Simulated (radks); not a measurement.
Values are calculated unless marked as measured or tabulated.
Isoelectronic series with 7 electrons, all held in the configuration [He] 2s2 2p3, which need not be the ground one along the series. Level of theory: Dirac Kohn-Sham, BLYP, spin-unpolarised, spherical densities, finite nucleus; open shells fill j = l - 1/2 first; Fermi nuclear charge, rms radius of each element as measured or else 0.836 A^(1/3) + 0.57 fm (a radial shooting solver on a logarithmic mesh with Libxc functionals). Total energies (hartree) and orbital eigenvalues (eV):

ion    E (hartree)      2p3/2      2p1/2      2s1/2
N        -54.51902    -7.0522    -7.0716   -18.4418
Mg5+    -187.08768  -164.3157  -164.7156  -194.7368
Cl10+   -401.83404  -493.4684  -495.6142  -544.5966
Ti15+   -699.61059  -993.2269  -1000.205  -1068.481
Co20+  -1081.69298  -1663.749  -1681.127  -1769.169
Ge25+  -1549.76006  -2505.513  -2542.170  -2650.599
Rb30+  -2105.92822  -3519.211  -3588.251  -3717.849
Mo35+  -2752.79444  -4705.719  -4825.517  -4977.235
Ag40+  -3493.50704  -6066.094  -6261.491  -6436.473
Te45+  -4331.83520  -7601.571  -7905.281  -8104.878
La50+   -5272.2970  -9313.567  -9767.852  -9993.665
Sm55+   -6320.2409  -11203.69  -11862.38  -12116.22
Ho60+   -7482.1238  -13273.72  -14204.72  -14488.72
Hf65+   -8765.6074  -15525.64  -16814.02  -17130.53
